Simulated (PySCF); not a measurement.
C₇H₁₄OS.
Atom-mapped SMILES: `[CH3:1][C@@H:2]([CH:3]1[CH2:4][CH2:5][CH2:6]1)[S@@:7]([CH3:8])=[O:9]`

Probes without a nucleus sit at each ring's centroid and 1 Å off its mean plane on both sides; NICS is minus the shielding there, NICSzz its component along the normal. Level: GIAO B3LYP/pcSseg-1 (PySCF, non-relativistic, gas phase) on the PBE0-D3(BJ)/def2-SVP geometry, one conformer.

Ring bond lengths (Å): C3–C4 1.546, C4–C5 1.538, C5–C6 1.538, C6–C3 1.545.

Problem. What do the NICS probes read (ppm)?

Solution. 
```tsv
ring	type	NICS(0)	NICS(1), two faces	NICS(1)zz, two faces	rms pucker (Å)	centre to ring atoms, mean (Å)
C3–C4–C5–C6	4-membered carbocycle; formal bonds all single	-1.9	-1.1 / -1.3	3.7 / 4.5	0.13	1.08
```

Problem. What can be read from them?

Solution. 
- C3–C4–C5–C6: mean NICS(1)zz 4.1 ppm, deshielded. C3, C4, C5, C6 have four or more neighbours, so the value isn't read as a sign of a π ring current.

Problem. What is the mean of the two in-plane components of NICS at the second NICS(1) probe listed for ring C3–C4–C5–C6, 1 Å off the ring?

Solution. The isotropic value is a third of the trace: (3 × -1.3 − (4.5))/2 = -4.2 ppm.

Problem. Give the inner angles of the rings.

Solution. 
- C3–C4–C5–C6: C3 88.0°, C4 88.4°, C5 88.6°, C6 88.5°; sum 353.6° against 360° for a flat convex ring.

Problem. How do the values depend on the level or the medium?

Solution. 
| level | NICS(0), C3–C4–C5–C6 | mean NICS(1)zz, C3–C4–C5–C6 |
| --- | --- | --- |
| B3LYP/pcSseg-1, gas | -1.9 | 4.1 |
| PBE0/pcSseg-1, gas | -2.2 | 4.1 |

The geometry is the same throughout.

Conformer computed: `[CH3:1][C@@H:2]([CH:3]1[CH2:4][CH2:5][CH2:6]1)[S@@:7]([CH3:8])=[O:9]`: C1–C2–C3–C4 -52°, C1–C2–S7–C8 172°.
